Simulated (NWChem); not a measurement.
C3H3NOSi; SMILES C#C[SiH2]N=C=O

```xyz
9

C      1.2801     2.7367    -0.0011
C      0.3904     1.9068     0.0011
Si    -0.9663     0.6774     0.0039
N     -0.3100    -0.9104    -0.0165
C      0.2232    -1.9820    -0.0029
O      0.7326    -3.0320     0.0068
H      2.0687     3.4690    -0.0031
H     -1.8076     0.8636    -1.2081
H     -1.7850     0.8437     1.2345
```
Atoms are numbered in this order, from 1.

Computed with NWChem. Structure relaxed at the PBE0/def2-SVP level. Total energies of different functionals are on different scales.

```tsv
level	energy (Ha)	highest occupied level (eV)	orbital gap (eV)	dipole (D)
PBE/def2-TZVP	-535.2452	-7.22	5.55	2.21
B3LYP/def2-TZVP	-535.7077	-8.25	7.32	2.34
BLYP/def2-TZVP	-535.6294	-7.08	5.58	2.23
PBE0/def2-TZVP	-535.2712	-8.48	7.74	2.34
LDA (Slater exchange, VWN5)/def2-TZVP	-532.4945	-7.37	5.45	2.30
```
